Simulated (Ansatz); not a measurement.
# Pulling the pair apart

The pair of HF (SMILES F, atoms 1–2) and SbH3 (SMILES [SbH3], atoms 3–6), both closed shells, in one local arrangement (a lower one may exist), relaxed at PBE0-D4/def2-TZVP:

F1  (-0.484, 0.594, -2.140)
H2  (-0.060, 0.376, -1.347)
Sb3  (0.503, -0.419, 1.475)
H4  (1.227, 0.015, -0.020)
H5  (-0.590, 0.887, 1.358)
H6  (-0.595, -1.454, 0.675)
(Å)

SbH3 is shifted rigidly along the line between the mean atom positions of the two fragments (negative: closer). Counterpoise interaction energies in kJ/mol. Program: Ansatz 0.2.0. Basis: def2-TZVPPD. Cores are frozen in the correlated methods. Filled d shells of the heavier atoms are correlated. Core potentials replace the inner electrons of the atoms past krypton. The def2 sets are not built for correlating such inner shells, so the correlated values are less sure here.

| shift (Å) | wB97M-V | r2SCAN-D4 | MP2 |
| --- | --- | --- | --- |
| -0.30 | -5.1 | -7.9 | -2.3 |
| -0.15 | -8.0 | -10.2 | -5.8 |
| 0.00 | -9.1 | -10.7 | -7.3 |
| 0.15 | -9.0 | -10.3 | -7.7 |
| 0.36 | -8.0 | -8.9 | -7.2 |
| 0.75 | -5.6 | -6.0 | -5.3 |
| 1.49 | -2.6 | -2.6 | -2.6 |
| 2.98 | -0.8 | -0.7 | -0.8 |

Q: What does CCSD(T) give at these shifts? (To be estimated.)

A: Computed: -1.6, -5.3, -7.0, -7.4, -6.9, -5.1, -2.5, -0.7 kJ/mol. For zero shift, CCSD(T) at an estimated basis limit (MP2 extrapolated from triple and quadruple zeta, plus CCSD(T) − MP2 in triple zeta) gives -8.3 kJ/mol. These are counterpoise interaction energies, counted from the two frozen fragments.

The T1 diagnostic stays at or below 0.014.

For scale, one of the runs: CCSD(T)/def2-TZVPPD, 164 basis functions, launched by `ansatz run in.yaml --threads 2 --pin off --events-out ev --progress --plain --max-ram 5222MiB`. Hardware: 2 CPU threads of an Intel Xeon Platinum 8375C, shared host. Wall time 33 s; peak host memory 1.5 GiB.
